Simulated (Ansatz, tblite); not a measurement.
Forces on the cluster Cu2Br4 at its r2SCAN-D4/def2-SVP geometry. Charge 0, multiplicity 1.

The xTB rows come from tblite. This restricted singlet of an open-shell metal (gap down to 0.24 eV) wasn't tested against broken symmetry. No other spin state of charge 0 was run. Another isomer (singlet) lies 0.08 eV lower at PBE0-D4/def2-TZVP; other spin states weren't run for this one.

GFN1-xTB (tblite), largest force 0.43 eV/Å:

```xyz
6
positions Å, forces eV/Å
Cu    1.383    0.112    0.384    0.079   -0.061    0.220
Cu   -1.222   -0.428    0.629   -0.008   -0.079    0.228
Br   -3.062   -0.294   -0.718   -0.170    0.015   -0.131
Br    2.747    0.912   -1.264    0.124    0.076   -0.159
Br   -0.220    0.433   -1.387   -0.064    0.125   -0.402
Br    0.374   -0.735    2.356    0.039   -0.076    0.244
```

GFN2-xTB (tblite), largest force 0.82 eV/Å:

```
Cu 0.586 -0.090 0.567
Cu -0.392 -0.293 0.659
Br -0.163 0.030 -0.173
Br 0.104 0.085 -0.198
Br -0.055 0.109 -0.349
Br -0.080 0.158 -0.506
```

PBE-D4/def2-TZVP (Ansatz), largest force 0.20 eV/Å:

```
Cu 0.123 -0.026 0.140
Cu -0.076 -0.067 0.159
Br 0.069 0.041 -0.085
Br -0.094 0.007 -0.069
Br -0.030 0.058 -0.187
Br 0.007 -0.013 0.042
```
